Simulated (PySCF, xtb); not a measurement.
F5OSi2, SMILES F[Si](O[Si](F)F)(F)F, multiplicity 2. The values are those of a single conformer.

Harmonic wavenumbers (cm⁻¹) from xtb with GFN2-xTB at its own minimum, in rising order: 5, 32, 52, 159, 164, 211, 217, 254, 269, 302, 347, 608, 823, 881, 891, 988, 993, 1173.

**Question.** What does PBE-D3(BJ)/def2-SVP (PySCF) give at its own minimum? (The exact figures need the calculation; the answer reports its results.)

**Answer.** 14, 17, 48, 198, 208, 237, 276, 316, 342, 382, 391, 614, 809, 879, 924, 984, 990, 1093. Paired by order, the mean absolute difference is 33 cm⁻¹ and the zero-point energies are 12.0 and 12.5 kcal/mol.
